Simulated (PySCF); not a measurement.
Building multiplets from coupling constants

Mapped SMILES: `[CH2:1]=[CH:2][B@H-:3]1[NH2+:4][B@@H-:5]([CH3:6])[NH2+:7]1`; H(Xn) means a hydrogen on atom n. Ha(C1) is cis to B3; Ha(N4), Ha(N7) are cis to C2 on the ring; Hb(C1) is trans to B3; Hb(N4), Hb(N7) are trans to C2 on the ring.

- B3LYP/pcJ-1 coupling constants (spin–dipole term only in couplings to heteroatoms)
- PBE0-D3(BJ)/def2-SVP geometry
- shieldings: GIAO PBE0/pcSseg-1
- program: PySCF 2.14.0 with density-fitted response routines
- equivalent nuclei averaged, non-relativistic Hamiltonian, no solvent, one conformer

Scale: 1H and 13C vs TMS (reference shieldings calculated alike).

Spectrometer: 600 MHz for 1H. First-order analysis; couplings under 1 Hz (under 4 Hz in carbon signals) are ignored, and nearly equal couplings are merged; the smaller ones broaden or split the lines further.

(1) What pattern does H(C2) show (1H)?

(2) What pattern does Hb(C1) show (1H)?

(3) What pattern does C6 show in the proton-coupled 13C spectrum?

(4) What pattern does Ha(C1) show (1H)?

## Answers

(1) A doublet of doublets at δ 6.57: 20.7 Hz to Ha(C1) (1 × 1H, 3 bonds away), 14.3 Hz to Hb(C1) (1 × 1H, 3 bonds away). Lines in Hz from the centre (relative intensity): +17.5 (1), +3.2 (1), -3.2 (1), -17.5 (1). The outer lines are 35.0 Hz apart, the sum of the couplings kept, or 0.058 ppm at this field.

(2) A doublet of doublets at δ 5.68: 14.3 Hz to H(C2) (1 × 1H, 3 bonds away), 2.7 Hz to Ha(C1) (1 × 1H, 2 bonds away). Lines in Hz from the centre (relative intensity): +8.5 (1), +5.8 (1), -5.8 (1), -8.5 (1). The outer lines are 17.0 Hz apart, the sum of the couplings kept, or 0.028 ppm at this field.

(3) A quartet at δ 8.1: 121.8 Hz to H(C6) (3 × 1H, 1 bond away). Lines in Hz from the centre (relative intensity): +182.7 (1), +60.9 (3), -60.9 (3), -182.7 (1). The outer lines are 365.4 Hz apart, the sum of the couplings kept, or 2.422 ppm at this field.

(4) A doublet of doublets at δ 5.18: 20.7 Hz to H(C2) (1 × 1H, 3 bonds away), 2.7 Hz to Hb(C1) (1 × 1H, 2 bonds away). Lines in Hz from the centre (relative intensity): +11.7 (1), +9.0 (1), -9.0 (1), -11.7 (1). The outer lines are 23.4 Hz apart, the sum of the couplings kept, or 0.039 ppm at this field.

OH/NH shifts are gas-phase values; hydrogen bonding in solution moves them, usually downfield. Hydrogens on boron are broadened and split by 11B (spin 3/2, 80 %) and 10B (spin 3). Unscaled 3J(H,H) at this level run about 10 % above measured values. 3J across rotatable bonds or in flexible rings reflects this conformer alone.
